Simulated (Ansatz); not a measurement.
Ideal-gas functions of Br$_{2}$Cd, SMILES `[Br][Cd][Br]` at 298.15 K and 1 bar, from an Ansatz frequency run at PBE0-D4/def2-TZVP.

Molar mass 272.22 g/mol, point group D∞h (symmetry number 2), electronic degeneracy 1, moments of inertia 921.583 u Å². Harmonic wavenumbers (cm⁻¹, unscaled): 64, 64, 204, 318.

Use S(trans) = R[1.5 ln M + 2.5 ln T − 1.1517]; rotational temperatures θ = 24.2544 K / I; S(rot) = R[ln(T/σθ) + 1]; for each mode x = 1.438777 ν̃/T, S = R[x/(eˣ − 1) − ln(1 − e⁻ˣ)] and H = RT x/(eˣ − 1); 1 cm⁻¹ = 0.0119627 kJ/mol; R = 8.31446 J/(mol·K).

Q: By hand: the entropy, in J/(mol·K).

A: Translation 178.8. Rotation: θ = 0.0263 K, giving 80.2. Vibration, mode by mode: 18.12, 18.12, 8.77, 5.52, in all 50.5. Electronic 0.0. Sum 309.5 J/(mol·K).

Q: By hand: H − E and G − E in kJ/mol, counted from the electronic energy.

A: Zero-point energy ½ × 650 × 0.0119627 = 3.9; thermal vibration 6.7; translation, rotation and pV give 3.5 RT = 8.7. H − E = 19.3 kJ/mol, and G − E = 19.3 − 298.15 × 309.5/1000 = -73.0 kJ/mol.

Vibration gives 16 % of the entropy, 36.2 J/(mol·K) of it from the modes under 150 cm⁻¹: soft modes count most, and the harmonic formula is weakest for them.
